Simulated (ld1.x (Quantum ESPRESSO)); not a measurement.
## Before and after: TM potential for S (Z = 16)

| Item | Value |
| --- | --- |
| Element | S |
| Generator | ld1.x (Quantum ESPRESSO) 7.5 |
| Type | norm-conserving Troullier–Martins (Kleinman–Bylander form) |
| Functional | PBE |
| Relativity | fully relativistic |
| Frozen core | [Ne] |
| Valence charge | 6 |
| Reference configuration | 3s2 3p4 |
| Partial waves | 3p (bound): rc 1.60 bohr; 3d channel at 0.1 Ry: rc 1.60 bohr; 3s (bound): rc 1.45 bohr |
| Local potential | the s channel |
| Core correction | Bessel-smoothed model core inside 1.15 bohr |

Open shells are filled in proportion to 2j + 1 (rel_dist='average').

Change: wave 3s (bound): rc 1.45 bohr becomes 3s (bound): rc 1.98 bohr.

Cutoffs: the cutoffs (Ry, on a coarse ladder) from which the occupation-weighted sum of valence levels, in a spherical-Bessel basis at the reference potential, stays within 10 and 1 mRy of its value at 400 Ry; they do not see the model core or the augmentation charge, which bear on the density cutoff. Errors are all-electron minus pseudo energies relative to the spin-unpolarised reference configuration.

**Question.** What does the change do?

**Answer.** The potential gets softer (40 Ry and 60 Ry → 25 Ry and 40 Ry); of the 7 tests that both files solve, the error grows in 6 and shrinks in 0 by more than 15 % and 0.3 meV (median size 4.1 → 14.8 meV); neither file shows a bound ghost. A larger radius leaves more room for a smooth pseudo-wave, so fewer plane waves are needed. More of the atom is replaced by a form fitted at one configuration, so other configurations suffer.

| quantity | base | changed |
| --- | --- | --- |
| cutoff, loose | 40 Ry | 25 Ry |
| cutoff, tight | 60 Ry | 40 Ry |
| loose cutoff by channel (10 mRy a level) | p 10 Ry, s 21 Ry | p 10 Ry, s 15 Ry |
| bound ghosts | none | none |
| error for 3s2 3p3, meV [ΔE 11.77 eV] | +4.1 | +10 |
| error for 3s2 3p2, meV [ΔE 34.05 eV] | +27 | +62 |
| error for 3s2 3p1, meV [ΔE 68.09 eV] | +90 | +189 |
| error for 3s2 3p3.5, meV [ΔE 4.66 eV] | +0.7 | +2.1 |
| error for 3s2 3p0, meV [ΔE 114.89 eV] | +222 | +436 |
| error for 3s2 3p4.3, meV [ΔE -1.71 eV] | +0.2 | +0.5 |
| error for 3s1 3p5, meV [ΔE 10.31 eV] | -0.6 | -15 |
